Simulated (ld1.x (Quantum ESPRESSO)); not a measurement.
## u(r) = r·R(r): atom against pseudo-atom (As (Z = 33))

Columns: radius, all-electron u(r) and pseudo u(r) of the 4p shell (level -5.35 eV) of arsenic in the configuration [Ar] 3d10 4s2 4p3; LDA (PZ), scalar-relativistic, PAW scheme, ld1.x (Quantum ESPRESSO) 7.5.

```json
{"r (bohr)": "0.093", "all-electron": "0.1701", "pseudo": "0.0043"}
{"r (bohr)": "0.185", "all-electron": "0.0684", "pseudo": "0.0168"}
{"r (bohr)": "0.278", "all-electron": "-0.1299", "pseudo": "0.0375"}
{"r (bohr)": "0.370", "all-electron": "-0.2551", "pseudo": "0.0653"}
{"r (bohr)": "0.463", "all-electron": "-0.2837", "pseudo": "0.0998"}
{"r (bohr)": "0.555", "all-electron": "-0.2395", "pseudo": "0.1394"}
{"r (bohr)": "0.648", "all-electron": "-0.1520", "pseudo": "0.1838"}
{"r (bohr)": "0.740", "all-electron": "-0.0459", "pseudo": "0.2309"}
{"r (bohr)": "0.833", "all-electron": "0.0660", "pseudo": "0.2804"}
{"r (bohr)": "0.925", "all-electron": "0.1725", "pseudo": "0.3301"}
{"r (bohr)": "1.018", "all-electron": "0.2710", "pseudo": "0.3800"}
{"r (bohr)": "1.110", "all-electron": "0.3571", "pseudo": "0.4280"}
{"r (bohr)": "1.203", "all-electron": "0.4318", "pseudo": "0.4741"}
{"r (bohr)": "1.295", "all-electron": "0.4937", "pseudo": "0.5164"}
{"r (bohr)": "1.388", "all-electron": "0.5450", "pseudo": "0.5552"}
{"r (bohr)": "1.480", "all-electron": "0.5853", "pseudo": "0.5888"}
{"r (bohr)": "1.573", "all-electron": "0.6166", "pseudo": "0.6172"}
{"r (bohr)": "1.665", "all-electron": "0.6392", "pseudo": "0.6393"}
{"r (bohr)": "1.758", "all-electron": "0.6549", "pseudo": "0.6549"}
{"r (bohr)": "1.850", "all-electron": "0.6641", "pseudo": "0.6641"}
{"r (bohr)": "1.943", "all-electron": "0.6679", "pseudo": "0.6679"}
{"r (bohr)": "2.035", "all-electron": "0.6671", "pseudo": "0.6671"}
{"r (bohr)": "2.128", "all-electron": "0.6624", "pseudo": "0.6624"}
{"r (bohr)": "2.220", "all-electron": "0.6546", "pseudo": "0.6546"}
{"r (bohr)": "2.313", "all-electron": "0.6440", "pseudo": "0.6440"}
{"r (bohr)": "2.405", "all-electron": "0.6313", "pseudo": "0.6313"}
```

(1) How many radial nodes do the two functions have?

(2) At about which radius was the pseudo-wave matched?

(3) Is the pseudo-wave norm-conserving?

## Answers

(1) The all-electron 4p function has n − l − 1 = 2; the pseudo-wave has 0, since the states of the same l below it are removed with the core.

(2) 1.70 bohr, where the columns begin to agree (steps of 0.09 bohr).

(3) No, it belongs to a PAW set: the norm inside the radius is not constrained, and the difference is carried by the augmentation charge.
